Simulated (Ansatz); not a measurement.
Molecule: ZrF, net charge 0, doublet state. The spin state was set by rule; other spins were not relaxed. 
Structure (B3LYP-D3(BJ)/def2-TZVP (Ansatz, a quantum-chemistry and plane-wave program) minimum search):
SMILES: [F][Zr]
```xyz
2

Zr     0.0000     0.0000    -0.3430
F      0.0000     0.0000     1.5244
```
Charge 0, spin multiplicity 2.

Total electronic energies in hartree. Valence correlation only, unless marked. UHF or UKS for open shells. Spin-orbit coupling is left out. Frozen are the shells of the preceding noble gas and the d and f shells that filled before the atom's block. In def2 rows, elements after Kr have scalar-relativistic effective core potentials. STO-3G rows are all-electron and non-relativistic. 

The UHF reference is spin-contaminated (<S^2> 0.48 over the pure value in the largest basis). The Hartree-Fock reference is unstable (checked in the largest basis), which strains HF and MP2. The T1 diagnostic of CCSD in the largest basis is 0.076, which is high, so the coupled-cluster rows are less sure than usual.

```tsv
level	program	energy (Eh)
RI-HF/def2-TZVPP	Ansatz	(withheld)
RI-HF/def2-QZVPP	Ansatz	-146.02798
revPBE-D4/def2-TZVPD	Ansatz + dftd4	-146.91373
PBE0/STO-3G	Ansatz	(withheld)
HSE06/def2-TZVPD	Ansatz	-146.78756
LC-wPBE/def2-TZVPD	Ansatz	(withheld)
wB97M-V/def2-TZVPD	Ansatz	-146.79808
wB97X/def2-TZVPD	Ansatz	-146.87270
RI-MP2/def2-TZVPPD	Ansatz	-146.33536
CCSD/STO-3G	Ansatz	-3601.30537
CCSD/def2-SVP	Ansatz	-146.13316
CCSD/def2-QZVPP	Ansatz	-146.37919
CCSD(T)/def2-SVPD	Ansatz	-146.16234
CCSD(T)/def2-QZVPPD	Ansatz	-146.39490
```

Task: What belongs in the gaps?

Result: 
- RI-HF/def2-TZVPP, energy (Eh): -146.02108
- PBE0/STO-3G, energy (Eh): -3602.84847
- LC-wPBE/def2-TZVPD, energy (Eh): -146.85066
